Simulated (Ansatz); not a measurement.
C₂H₅F₃OSi (`C[SiH2]OC(F)(F)F`), relaxed with RKS PBE-D4/def2-SVP in Ansatz from a rough embedded geometry. The force threshold is 0.03 eV/Å; the program also tests the step.

Total charge 0; spin multiplicity 1.

Start:

```xyz
12

C     0.265    0.393   -1.734
Si    0.670    0.722    0.021
O     0.575   -0.599    1.031
C    -0.588   -0.976    1.501
F    -0.535   -2.086    2.246
F    -1.502   -1.245    0.468
F    -1.165   -0.007    2.272
H     0.903   -0.447   -2.140
H     0.323    1.222   -2.402
H    -0.812   -0.004   -1.829
H    -0.214    1.785    0.531
H     2.080    1.241    0.036
```

(1) How much energy does the relaxation release, and in how many steps? (An estimate is asked.)

(2) Which bonds change most? (An estimate is asked.)

(3) Give the relaxed structure. (An estimate is asked.)

Answers

(1) The calculation gave: 32.52 kJ/mol, in 12 steps.

(2) Computed: Si2–O3 from 1.665 to 1.729 Å; C1–H10 from 1.151 to 1.108 Å; C1–H9 from 1.066 to 1.110 Å; C1–Si2 from 1.831 to 1.871 Å.

(3) Computed: 
```xyz
12

C     0.281    0.301   -1.797
Si    0.645    0.844   -0.044
O     0.510   -0.504    1.030
C    -0.634   -0.969    1.543
F    -0.475   -2.235    1.960
F    -1.649   -0.957    0.624
F    -1.061   -0.233    2.597
H     0.962   -0.518   -2.104
H     0.417    1.148   -2.500
H    -0.763   -0.061   -1.880
H    -0.300    1.910    0.431
H     2.067    1.273    0.139
```
